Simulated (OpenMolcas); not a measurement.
**Nb3+ in MgO: curves along the breathing mode**

Nb3+ with its 6 nearest oxide ions, on the Mg site of MgO (a = 4.2112 Å, distance in the model lattice 2.106 Å). The rest of the host is ab initio model potentials to 7.6 Å, with orthogonalisation functions on the cations behind the ligands, and point charges beyond; the distance is set by hand and nothing relaxes, and no local charge compensation is placed. Ligand basis ANO-RCC-VDZP.

```
Program             : OpenMolcas 26.06
Method              : SS-CASPT2, IPEA 0.25 Eh, imaginary shift 0.1 Eh (closed shells correlated: 4s 4p and the ligand valence shells)
Basis               : ANO-RCC-VDZP [6s5p3d1f]
Scalar Hamiltonian  : DKH2, point nucleus
Active space        : 2 electrons in 5 orbitals (4d)
State averaging     : 2S+1 = 3 even, 10 roots; 2S+1 = 1 even, 15 roots
Spin-orbit coupling : RASSI with atomic mean-field integrals over the reference wave functions
```

Spin-free energies (labels of O, the rotations of Oh) in cm-1 above the lowest fitted minimum, as all ligands move together:

```csv
R (Å),3T1,1T2,1E,1A1,3T2,3T1(2),3A2
1.963,8380,14870,14950,24070,51750,57560,96790
2.009,2190,8770,8830,17960,42850,48770,85120
2.056,100,6560,6670,15780,38000,43890,77570
2.102,1330,7910,8060,17170,36990,43040,74130
2.148,5810,12330,12520,21630,39340,45400,74290
2.194,13070,19570,19770,28890,44730,50800,77750
2.241,23050,29610,29840,38970,53160,59270,84510
```

Cubic fits give the following; the wavenumber is harmonic, with the mass of all moving ligands, small differences in it between states hang on the degree of the fit, a number in brackets counts states of one label, and the table is a selection of at most 14 states with clean curves.

| State | R0 (Å) | Breathing mode (cm-1) | Minimum (cm-1) |
| --- | --- | --- | --- |
| 3T1 | 2.061 | 757 | 0 |
| 1T2 | 2.061 | 756 | 6540 |
| 1E | 2.060 | 757 | 6640 |
| 1A1 | 2.060 | 757 | 15760 |
| 3T2 | 2.092 | 758 | 36890 |
| 3T1(2) | 2.092 | 757 | 42890 |
| 3A2 | 2.123 | 761 | 73760 |
| 1E(2) | 2.123 | 753 | 81170 |
| 1A1(2) | 2.121 | 747 | 90080 |

The minimum of 3T2 is shifted by +0.0315 Å against 3T1 (from the unrounded fits). With M = 96.0 u for the moving shell, the Huang-Rhys factor in this mode is S = M ω ΔR² / 2ħ = 0.01483 × 96.0 × 757 × 0.0315² = 1.07. Only the first shell moves, against a rigid host.

Roots that are degenerate in the reference are averaged as groups; the widest CASPT2 spread within a group is 530 cm-1 (the 3-fold group of multiplicity 1 near 42400 cm-1 above the lowest state of its run, R = 2.148). Shifts and gaps below about the spread of the groups concerned are not significant. Over all roots computed the reference weight is 0.70 to 0.72 in R = 1.963, 0.70 to 0.71 in R = 2.009, 0.70 to 0.71 in R = 2.056, 0.70 to 0.71 in R = 2.102, 0.70 to 0.71 in R = 2.148, 0.70 to 0.71 in R = 2.194, 0.70 to 0.71 in R = 2.241; a low but even weight reflects the number of correlated electrons. An orbital triplet at a regular site is open to Jahn-Teller coupling, which can distort the site and quench the lowest spin-orbit gaps and is left out. Ligand-to-metal charge-transfer states are missing. With no ligand orbital active B as a rule stays too high, so bands that hang on it stand too high and its fall with covalency is understated. With one d shell and no ligand orbital active, 10Dq can be off by a tenth or more. The least metal-like active orbital is 72 % on the metal (Löwdin) and no ligand orbital is active, so the numbers are rough (holds for R = 1.963). The least metal-like active orbital is 74 % on the metal (Löwdin) and no ligand orbital is active, so the numbers are rough (holds for R = 2.009). The least metal-like active orbital is 76 % on the metal (Löwdin) and no ligand orbital is active, so the numbers are rough (holds for R = 2.056). The least metal-like active orbital is 77 % on the metal (Löwdin) and no ligand orbital is active, so the numbers are rough (holds for R = 2.102; R = 2.148). The least metal-like active orbital is 78 % on the metal (Löwdin) and no ligand orbital is active, so the numbers are rough (holds for R = 2.194; R = 2.241). No measured value stands beside these numbers.
